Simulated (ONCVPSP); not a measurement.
## Before and after: ONCV potential for lutetium

ONCVPSP 4.0.1 input, shortened (lines: element, Z, core and valence counts, functional; n l f; lmax; l rc ep ncon nbas qcut; lloc lpopt rc5 dvloc0; l nproj debl; icmod fcfact rcfact), LDA (Perdew-Zunger), scalar-relativistic:

```
  Lu 71.00   11    4        3      upf
    1    0    2.00
    2    0    2.00
    2    1    6.00
    3    0    2.00
    3    1    6.00
    3    2   10.00
    4    0    2.00
    4    1    6.00
    4    2   10.00
    5    0    2.00
    5    1    6.00
    4    3   14.00
    5    2    1.00
    6    0    1.00
    6    1    1.00
    3
    0    3.20    0.00    3    7    1.90
    1    3.20    0.00    3    7    2.10
    2    2.45    0.00    4    9    5.70
    3    1.15    0.00    4    8   15.20
    4    5    1.15    6.00
    0    3    1.70
    1    3    2.20
    2    2    1.30
    3    1    0.50
    3    5.00    1.20
```

Change: core correction Teter function, fcfact 6.7, rcfact 1.2.

Cutoffs: the cutoffs (Ha) at which the residual kinetic energy of the hardest occupied pseudo-wave falls to 1 and 0.1 mHa per electron; they do not see the model core or the augmentation charge, which bear on the density cutoff. Errors are all-electron minus pseudo energies relative to the spin-unpolarised reference configuration.

**Question.** What does the change do?

**Answer.** The potential gets neither clearly harder nor softer (100 Ha and 108 Ha → 100 Ha and 108 Ha); both files keep a bound ghost (s); of the 4 tests that both files solve, the error grows in 4 and shrinks in 0 by more than 15 % and 0.3 meV (median size 4.7 → 11.7 meV). A model core, the more so a compact one, raises the density cutoff, which this test does not measure.

```csv
quantity,base,changed
"cutoff, loose",100 Ha,100 Ha
"cutoff, tight",108 Ha,108 Ha
bound ghosts,s,s
GHOST(+) flags under 300 eV,"p at 63.6 eV, s at 155.6 eV","p at 63.6 eV, s at 155.6 eV"
"error for 4f14 5d1 6s2 6p0, meV [ΔE -3.52 eV]",-7.4,-8.6
"error for 4f14 5d1 6s1 6p0, meV [ΔE 4.06 eV]",-2.0,-2.5
"error for 4f14 5d1 6s0 6p0, meV [ΔE 17.64 eV]",-1.5,-15
"error for 4f14 5d2 6s1 6p0, meV [ΔE -0.52 eV]",-19,-22
s: phases at 3.25 bohr within 0.05 rad from the reference energy up to (Ha; the scan ends near 5),4.8,4.8
p: phases at 3.25 bohr within 0.05 rad from the reference energy up to (Ha; the scan ends near 5),2.3,2.3
d: phases at 2.48 bohr within 0.05 rad from the reference energy up to (Ha; the scan ends near 5),to the end of the scan,to the end of the scan
f: phases at 1.17 bohr within 0.05 rad from the reference energy up to (Ha; the scan ends near 5),1.1,1.1
"rms error of d²Exc/dni dnj with the model core, mHa",5.74,5.57
```

 A true bound ghost makes a file unfit for plane-wave use even where its test errors are small: the radial tests pick states by their node count and pass the ghost by.
